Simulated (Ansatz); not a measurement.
Calculation: frozen-core CCSD(T)/def2-TZVPP // PBE-D3(BJ)/def2-SVP (Ansatz, a quantum-chemistry and plane-wave program).

Ansatz 0.2 input:
```yaml
crystal:
  periodic: [false, false, false]
  atoms:
    - { symbol: Nb, position_ang: [0.002953, 0.024829, -0.015558] }
    - { symbol: O, position_ang: [-0.167519, -1.411982, 0.884362] }
    - { symbol: F, position_ang: [1.273693, -0.299419, -1.350572] }
    - { symbol: F, position_ang: [0.574637, 1.359304, 1.165338] }
    - { symbol: F, position_ang: [-1.671786, 0.428205, -0.746787] }
basis:
  gaussian: { orbitals: def2-TZVPP }
correlation:
  method: ccsd_t
```

Output:

```
Functional definition: HF
1213 factors; integrals over basis functions are off by at most 1.0e-3 eV
mean field evaluation 1: about -11688.6720 eV, gradient 8.0e1 eV
mean field evaluation 2: about -11688.8314 eV, gradient 8.0e1 eV
mean field evaluation 4: about -11699.7263 eV, gradient 1.4e1 eV
mean field evaluation 8: about -11700.0871 eV, gradient 1.1e0 eV
mean field evaluation 16: about -11700.0903 eV, gradient 5.1e-6 eV
mean field -11700.09026009 eV, -429.9703864523 hartree, gradient 5.1e-6 eV, S^2 0.000000; 0 other end points of the search recorded, 0 dependent functions left out
4 core orbitals not correlated
reference -11700.09026009 eV, -429.9703864523 hartree; 20, 20 occupied and 156, 156 virtual orbitals, 1213 factors
second order -39.89250571 eV of doubles, -0.00000000 eV of singles
cycle   1  -36.72419535 eV  change     3.2e0 eV  update   2.8e-1
cycle   2  -38.30684126 eV  change    -1.6e0 eV  update   1.9e-1
cycle   3  -38.60186833 eV  change   -3.0e-1 eV  update   4.4e-2
cycle   4  -38.63817371 eV  change   -3.6e-2 eV  update   2.0e-2
cycle   5  -38.60078926 eV  change    3.7e-2 eV  update   5.1e-3
cycle   6  -38.59749852 eV  change    3.3e-3 eV  update   2.0e-3
cycle   7  -38.59924999 eV  change   -1.8e-3 eV  update   9.7e-4
cycle   8  -38.59867037 eV  change    5.8e-4 eV  update   4.1e-4
cycle   9  -38.59871670 eV  change   -4.6e-5 eV  update   1.6e-4
cycle  10  -38.59897991 eV  change   -2.6e-4 eV  update   6.9e-5
cycle  11  -38.59884691 eV  change    1.3e-4 eV  update   3.3e-5
cycle  12  -38.59880920 eV  change    3.8e-5 eV  update   1.6e-5
perturbative correction -1.79293754 eV, -0.0658892393 hartree
Total energy: -11740.48200683 eV, -431.4547557663 hartree
```

Cost: roughly 80 core-seconds.
